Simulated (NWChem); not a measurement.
System: AlCl2F; SMILES [F][Al]([Cl])[Cl]

Computed with NWChem. Pople sets run with spherical d functions. All runs use the structure optimised with PBE0/def2-SVP.

Question: Estimate the computed values for B3LYP/6-31G*. Quantities: highest occupied level (eV); orbital gap (eV); dipole (D).

Answer: 
| Item | Result |
|---|---|
| highest occupied level (eV) | -9.26 |
| orbital gap (eV) | 7.58 |
| dipole (D) | 0.18 |
